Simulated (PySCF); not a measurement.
Screening by computed properties: pick the candidate that meets the target.

Each SMILES stands for a single optimised conformer of the isolated species, non-relativistic unless stated; the electronic structure was computed with PySCF and density fitting.

Dipoles, sizes and rotational constants follow the conformer. The torsions of the flexible species, by atom-mapped SMILES:
- `[CH3:1][n:2]1[cH:3][n:4][c:5]([CH:6]=[O:7])[n:8]1`: N4–C5–C6–O7 180°
- `[CH3:1][O:2][SiH2:3][C:4](=[O:5])[OH:6]`: C1–O2–Si3–C4 49°, O2–Si3–C4–O5 -32°, H–O6–C4–Si3 180°
- `[CH3:1][S:2][CH:3]1[CH2:4][CH2:5][CH2:6]1`: C1–S2–C3–C4 177°
- `[CH:1]#[C:2][CH2:3]/[P:4]=[CH:5]/[CH2:6][CH3:7]`: C2–C3–P4–C5 -46°, P4–C5–C6–C7 -118°
- `[CH:1]#[C:2][CH2:3][Si@@H:4]1[CH:5]=[C:6]([C:7]#[N:8])[CH2:9]1`: C2–C3–Si4–C5 168°
- `[CH3:1][CH2:2][CH:3]1[CH2:4][S:5][CH2:6]1`: C1–C2–C3–C4 -179°
- `[CH:1]#[C:2][P:3]([CH3:4])[CH:5]1[CH2:6][CH2:7]1`: C2–P3–C5–C6 -98°

Question: Wanted: lowest triplet excitation (Tamm–Dancoff) between 3 eV and 4 eV (TDA PBE0/def2-SVPD) and smallest rotational constant above 1.3 GHz (GFN2-xTB), at GFN2-xTB geometries. Which candidate meets both?
A. `C#CC[Si@@H]1C=C(C#N)C1`
B. `CSC1CCC1`
C. `CO[SiH2]C(=O)O`
D. `c1n(nc(C=O)n1)C`
E. `C#CC1=NC1`
F. `CC/C=P/CC#C`

Answer: E. Computed values:
| species | lowest triplet excitation (Tamm–Dancoff) | smallest rotational constant |
| --- | --- | --- |
| CC/C=P/CC#C | 2.71 eV | 0.992 GHz |
| c1n(nc(C=O)n1)C | 3.13 eV | 1.171 GHz |
| C#CC1=NC1 | 3.34 eV | 3.039 GHz |
| C#CC[Si@@H]1C=C(C#N)C1 | 3.50 eV | 0.579 GHz |
| CO[SiH2]C(=O)O | 4.27 eV | 1.468 GHz |
| CSC1CCC1 | 4.78 eV | 1.548 GHz |

Question: Wanted: HOMO energy between -7.3 eV and -6.6 eV (PBE0/def2-SVPD) and lowest singlet excitation below 4.8 eV (TDDFT PBE0/def2-SVPD), at GFN2-xTB geometries. Which candidate meets both?
A. `CCC1CSC1`
B. `CO[SiH2]C(=O)O`
C. `C#CC/P=C/CC`
D. `Cn1cnc(C=O)n1`

Answer: C. Computed values:
| species | HOMO energy | lowest singlet excitation |
| --- | --- | --- |
| CO[SiH2]C(=O)O | -7.76 eV | 4.96 eV |
| Cn1cnc(C=O)n1 | -7.61 eV | 3.72 eV |
| C#CC/P=C/CC | -6.95 eV | 4.46 eV |
| CCC1CSC1 | -6.23 eV | 4.62 eV |

Question: Wanted: electronic spatial extent ⟨r²⟩ about the centre of nuclear charge between 840 bohr² and 900 bohr² (PBE0/def2-SVPD) and static isotropic polarisability below 96 au (PBE0/def2-SVPD), at GFN2-xTB geometries. Which candidate meets both?
A. `C1(C#N)C[Si@H](CC#C)C=1`
B. `C#CP(C)C1CC1`
C. `Cn1cnc(C=O)n1`
D. `C1(C#C)=NC1`
E. `CO[SiH2]C(=O)O`
F. `C#CC/P=C/CC`
G. `CCC1CSC1`

Answer: G. Computed values:
| species | electronic spatial extent ⟨r²⟩ about the centre of nuclear charge | static isotropic polarisability |
| --- | --- | --- |
| C1(C#C)=NC1 | 401 bohr² | 52.5 au |
| CO[SiH2]C(=O)O | 803 bohr² | 61.8 au |
| CCC1CSC1 | 868 bohr² | 78.2 au |
| Cn1cnc(C=O)n1 | 960 bohr² | 70.8 au |
| C#CP(C)C1CC1 | 1018 bohr² | 94.1 au |
| C#CC/P=C/CC | 1190 bohr² | 97.6 au |
| C1(C#N)C[Si@H](CC#C)C=1 | 1874 bohr² | 110.1 au |

Question: Wanted: dipole moment below 2 D (PBE0/def2-SVPD) and HOMO–LUMO gap below 6 eV (PBE0/def2-SVPD), at GFN2-xTB geometries. Which candidate meets both?
A. `C#CC/P=C/CC`
B. `Cn1cnc(C=O)n1`
C. `CO[SiH2]C(=O)O`
D. `CSC1CCC1`
E. `C1(CSC1)CC`

Answer: A. Computed values:
```
       species  dipole moment  HOMO–LUMO gap
CO[SiH2]C(=O)O         0.62 D        6.94 eV
   C#CC/P=C/CC         1.02 D        5.49 eV
      CSC1CCC1         1.79 D        6.69 eV
    C1(CSC1)CC         2.27 D        6.30 eV
 Cn1cnc(C=O)n1         5.97 D        5.84 eV
```
